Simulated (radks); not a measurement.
Mo+, configuration [Kr] 4d4.5 5p0.5 (fractional occupations, a model configuration).

Method: Dirac Kohn-Sham, BLYP, spin-unpolarised, spherical densities, finite nucleus; open shells are shared between the two j in proportion to 2j + 1; Fermi nuclear charge, rms radius 4.4091 fm; computed with a radial shooting solver on a logarithmic mesh with Libxc functionals.

Energy parts (Ry):
| part | energy |
|---|---|
| total | -8098.67030 |
| kinetic | 8397.87342 |
| electron-nucleus | -19539.46193 |
| Hartree | 3290.87343 |
| exchange-correlation | -247.95522 |

Orbitals (lengths in bohr, moments of r in powers of bohr; <r^-3> diverges for s and p1/2; r(max) is where P^2 peaks):
| orbital | occ. | eigenvalue (Ry) | r(max) | <1/r> | <r^2> | <r^-3> | small-component weight |
|---|---|---|---|---|---|---|---|
| 1s1/2 | 2 | -1457.130 | 0.02287 | 43.55 | 0.001669 | - | 2.35e-02 |
| 2s1/2 | 2 | -206.3211 | 0.1297 | 9.912 | 0.02779 | - | 4.81e-03 |
| 2p1/2 | 2 | -189.8841 | 0.1009 | 9.890 | 0.02098 | - | 4.82e-03 |
| 2p3/2 | 4 | -182.0472 | 0.1047 | 9.417 | 0.02235 | 2398 | 4.66e-03 |
| 3s1/2 | 2 | -35.64400 | 0.3838 | 3.390 | 0.2108 | - | 1.28e-03 |
| 3p1/2 | 2 | -29.38992 | 0.3709 | 3.289 | 0.2090 | - | 1.23e-03 |
| 3p3/2 | 4 | -28.09974 | 0.3803 | 3.175 | 0.2193 | 400.0 | 1.19e-03 |
| 3d3/2 | 4 | -17.03573 | 0.3208 | 2.986 | 0.2056 | 58.35 | 1.07e-03 |
| 3d5/2 | 6 | -16.79145 | 0.3235 | 2.957 | 0.2090 | 55.63 | 1.06e-03 |
| 4s1/2 | 2 | -5.37940 | 0.9880 | 1.239 | 1.386 | - | 2.91e-04 |
| 4p1/2 | 2 | -3.60033 | 1.053 | 1.116 | 1.686 | - | 2.43e-04 |
| 4p3/2 | 4 | -3.41540 | 1.078 | 1.082 | 1.774 | 57.38 | 2.33e-04 |
| 4d3/2 | 1.8 | -0.89317 | 1.360 | 0.7381 | 4.067 | 4.138 | 1.17e-04 |
| 4d5/2 | 2.7 | -0.87642 | 1.373 | 0.7296 | 4.162 | 3.904 | 1.15e-04 |
| 5p1/2 | 0.166667 | -0.50230 | 3.383 | 0.3187 | 18.00 | - | 2.52e-05 |
| 5p3/2 | 0.333333 | -0.48788 | 3.468 | 0.3110 | 18.83 | 4.493 | 2.42e-05 |

The highest occupied level is 5p3/2 at -6.638 eV. The density falls to 0.001 e/bohr^3 at r = 4.28 bohr. The electron density at the nucleus is 9.088e+04 e/bohr^3.
